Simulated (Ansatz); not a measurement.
Reaction (formal exchange of groups at the Se–C bond): `C[Se]C=S` + `SB(Cl)Cl` → `C[Se]B(Cl)Cl` + `S=CS`

Gas-phase electronic energies from Ansatz, PBE0-D4/def2-TZVP geometries. CCSD(T)/CBS is the MP2 limit (def2-TZVPP, def2-QZVPP) plus CCSD(T) − MP2 in def2-TZVPP, frozen cores. DFT in def2-TZVPP. HSE06 is defined as in plane-wave codes. For Se outer-core shells are correlated without core-valence functions, which leaves a few kJ/mol of doubt a bond. Scalar relativity is left out up to krypton. Each species was taken in one conformer, which may not be the lowest.

`C[Se]C=S`:

Z-matrix (Å, degrees):
```
C
Se 1 1.945
H 1 1.088 2 110.2
H 1 1.088 2 110.2 3 -122.9
H 1 1.089 2 106.5 3 118.5
C 2 1.865 1 98.9 3 61.6
S 6 1.612 2 125.3 1 180.0
H 6 1.093 2 112.5 1 -0.0
```

`SB(Cl)Cl`:

```xyz
5

S    -0.933    0.464    0.958
B     0.247   -0.389   -0.078
Cl    0.701   -2.011    0.381
Cl    0.946    0.334   -1.507
H    -0.961    1.602    0.245
```

`C[Se]B(Cl)Cl`:

Cartesian coordinates in Å:
```
C 0.585 1.203 -0.336
Se 0.293 -0.551 -1.131
B -0.648 -1.443 0.280
Cl -1.031 -0.671 1.801
Cl -1.133 -3.101 0.008
H -0.371 1.668 -0.109
H 1.121 1.790 -1.079
H 1.184 1.104 0.566
```

`S=CS`:

Z-matrix (Å, degrees):
```
C
S 1 1.613
S 1 1.720 2 128.9
H 1 1.092 2 121.4 3 180.0
H 3 1.347 1 96.2 2 -0.0
```

```
             level  ΔE (kJ/mol)  difference from CCSD(T)/CBS
       LDA (SPW92)         -0.1                         -0.3
         revPBE-D4          3.0                          2.8
           BLYP-D4          4.2                          4.0
         r2SCAN-D4          3.1                          2.9
          BHLYP-D4          1.5                          1.3
      CAM-B3LYP-D4          2.4                          2.2
            B2PLYP          4.0                          3.8
          PBE-QIDH          1.4                          1.2
            r2SCAN          3.5                          3.3
           r2SCANh          2.8                          2.6
             HSE06          2.6                          2.4
      MP2/def2-SVP          0.0                         -0.2
     CCSD/def2-SVP          1.3                          1.1
  CCSD(T)/def2-SVP          0.6                          0.4
SCS-MP2/def2-QZVPP          2.3                          2.1
     MP2/CBS(def2)         -0.5                         -0.7
       CCSD(T)/CBS          0.2                            0
```

**Question.** What do rigid-rotor, harmonic-oscillator terms from PBE0-D4/def2-TZVP frequencies (298.15 K, 1 bar) make of the CCSD(T)/CBS value? (An estimate is asked.)

**Answer.** The calculation gave: ΔZPE = +1.3 kJ/mol, ΔH = +1.4 kJ/mol, ΔS = -7 J/(mol·K), ΔG = +3.4 kJ/mol.

Largest T1 diagnostic among the species: 0.018.

Leaving LDA and LC-ωPBE aside and taking each functional with its dispersion term where it has one, the values, not all of them listed here, spread over 3.4 kJ/mol, from PBE0-D4 to B97M-V. LDA lies −4.1 kJ/mol from PBE without D4. From BLYP to BHLYP (50 % exact exchange), in def2-TZVPP and without D4, ΔE moves by −3.4 kJ/mol.

CCSD(T)/CBS has its own doubt, a few kJ/mol and more with outer-core shells, so smaller differences from it don't rank the levels.
